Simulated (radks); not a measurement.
Values are calculated unless marked as measured or tabulated.
Valence configurations of neutral indium (all share [Kr]). Code: a radial shooting solver on a logarithmic mesh with Libxc functionals. Model: scalar-relativistic Kohn-Sham, PBE, spin-polarised, spherical densities, point nucleus; open shells are filled with parallel spins first (spin-orbit coupling, left out, can overturn this in heavy ions). Energies are relative to 4d10 5s2 5p1; eigenvalues in eV for spin up.

| valence | E (eV) | moment (Bohr magnetons) | e(4d) | e(5p) | e(5s) |
|---|---|---|---|---|---|
| 4d10 5s2 5p1 | 0.000 | 1 | -18.604 | -2.778 | -8.444 |
| 4d10 5s1.5 5p1.5 | 2.423 | 2 | -19.370 | -3.306 | -9.159 |
| 4d10 5s1 5p2 | 4.609 | 3 | -20.044 | -3.749 | -9.783 |
| 4d9.5 5s2 5p1.5 | 8.326 | 2 | -21.553 | -3.485 | -9.632 |
| 4d10 5p3 | 10.729 | 3 | -21.471 | -4.381 | - |
| 4d9 5s2 5p2 | 17.547 | 3 | -24.466 | -4.151 | -10.750 |
| 4d9 5s1.5 5p2.5 | 20.015 | 4 | -25.088 | -4.585 | -11.334 |
| 4d9 5s1 5p3 | 22.233 | 5 | -25.653 | -4.961 | -11.858 |
| 4d9 5p4 | 31.155 | 3 | -27.272 | -5.343 | - |
| 4d8 5s2 5p3 | 38.632 | 5 | -30.252 | -5.402 | -12.839 |

NIST lists [Kr] 4d10 5s2 5p1 as the ground configuration; this level of theory agrees among the configurations tried. The energies are those of spherical high-spin densities, not of single terms.
